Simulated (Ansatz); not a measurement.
C2H5GeN can be A, `NC#[C][GeH3]`, or B, `[CH]1=N[CH2][GeH2]1`.

Program: Ansatz. Geometries: PBE0-D4/def2-TZVP. ΔE: electronic, gas phase. CCSD(T)/CBS adds triple-zeta CCSD(T) − MP2 to the extrapolated MP2 energy (def2 sets, frozen cores). Functionals use def2-TZVPP. B3LYP here is the variant with VWN-RPA as its local correlation; programs differ in this. For Ge outer-core shells are correlated without core-valence functions, which leaves a few kJ/mol of doubt a bond. Scalar relativity is left out up to krypton. One conformer a species, not always the lowest.

A:

```xyz
9

N    -1.3291   -1.1491    1.7439
C    -0.6077   -0.5277    0.8029
C     0.0693   -0.0112   -0.0580
Ge    1.1203    0.7842   -1.4034
H    -1.1503   -0.8601    2.6936
H    -2.3124   -1.2519    1.5442
H     1.6380    2.1469   -0.9170
H     2.3182   -0.1140   -1.7505
H     0.2537    0.9828   -2.6557
```

B:

```xyz
9

C    -0.800    0.455    0.979
N    -0.520    1.318    0.083
C     0.354    0.629   -0.883
Ge    0.230   -1.035    0.210
H    -1.441    0.701    1.826
H    -0.093    0.610   -1.879
H     1.330    1.114   -0.951
H    -0.536   -2.252   -0.349
H     1.476   -1.539    0.964
```

Q: Which isomer does CCSD(T)/CBS put lower? Give the gap. (An estimate is asked.)

A: The calculation gave: B, by 3.9 kcal/mol.

Q: Give E(B) − E(A) in kcal/mol with r2SCAN-D4, CCSD(T)/def2-TZVPP, BLYP-D4, HF/def2-TZVPP, LDA (SPW92), B2PLYP, B3LYP. (Estimate.)

A: Ansatz gave: r2SCAN-D4 -3.1, CCSD(T)/def2-TZVPP -3.7, BLYP-D4 -2.2, HF/def2-TZVPP 4.6, LDA (SPW92) -6.2, B2PLYP -0.6, B3LYP -0.2. The order is the other way round with HF/def2-TZVPP.

Q: Does the order hold for the free energy at 298.15 K (harmonic terms from PBE0-D4)? (An estimate is asked.)

A: Computed: Too close to call: G(B) − G(A) = +0.4 kcal/mol, for one conformer each. Modes under 60 cm⁻¹, often nearly free rotors, make the harmonic entropy too high.

Largest T1 diagnostic: 0.012.

From PBE to PBE0 (25 % exact exchange), in def2-TZVPP and without D4, E(B) − E(A) moves by +0.7 kcal/mol. The D4 term adds −1.2 kcal/mol with B3LYP and −0.5 kcal/mol with PBE0; it sums over pairs of atoms, weighted by their polarisabilities, and B3LYP, whose exchange is more repulsive, gets the larger term.
